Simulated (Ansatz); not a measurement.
Ansatz (an electronic-structure program) input:

Ansatz 0.2 input:
```yaml
crystal:
  periodic: [false, false, false]
  atoms:
    - {symbol: H, position_ang: [-0.00000000, -0.00000000, -1.76984242]}
    - {symbol: B, position_ang: [-0.00000000, -0.00000000, -0.60173872]}
    - {symbol: O, position_ang: [0.00000000, 0.00000000, 0.59731700]}
basis:
  gaussian:
    orbitals: def2-TZVP
hamiltonian:
  xc: b3lyp
  dispersion: d3bj
phonons: {temperatures: {t_min: 298.15, t_max: 298.15, t_step: 100}}
```

Task: Predict the final energy.

Result: -100.75947 Eh (B3LYP-D3(BJ)/def2-TZVP). The basis has 68 functions.
